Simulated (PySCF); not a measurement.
C2H4BrClSi. Atoms are numbered in the order given.

```xyz
9

Si    -0.0964    -0.1882    -0.8311
Cl     0.8374     1.5216    -1.5617
Br     0.6605    -0.6518     1.2243
C     -1.9371     0.1002    -0.7837
C     -2.7026     0.0007     0.3200
H      0.3045    -1.3181    -1.7270
H     -2.4099     0.3764    -1.7455
H     -2.2693    -0.2646     1.2999
H     -3.7904     0.1826     0.2905
```

Geometry optimised at PBE-D3(BJ)/def2-SVP. The values are those of a single conformer.

All values below come from PBE0/pcSseg-1 (PySCF).

GIAO shieldings, no solvent; atoms alike by connectivity are averaged. δ = σ(ref) − σ: ²⁹Si against TMS (σ = 352.7 ppm); ³⁵Cl against HCl (σ = 945.9 ppm); ¹³C against TMS (σ = 186.3 ppm); ¹H against TMS (σ = 31.56 ppm), references at their B3LYP-D3(BJ)/def2-TZVP geometries, non-relativistic (without spin–orbit terms, shifts of atoms bonded to Cl or Br come out too high).

Question: Estimate the chemical shifts. (An estimate is asked for; the answer gives what the named calculation found.)

Answer: 
| nucleus | atoms | count | δ (ppm) |
|---|---|---|---|
| ²⁹Si | Si1 | 1 | 25.0 |
| ³⁵Cl | Cl2 | 1 | 80.6 |
| ¹³C | C5 | 1 | 153.7 |
| ¹³C | C4 | 1 | 143.3 |
| ¹H | H8, H9 | 2 | 7.13 |
| ¹H | H7 | 1 | 6.80 |
| ¹H | H6 | 1 | 6.56 |
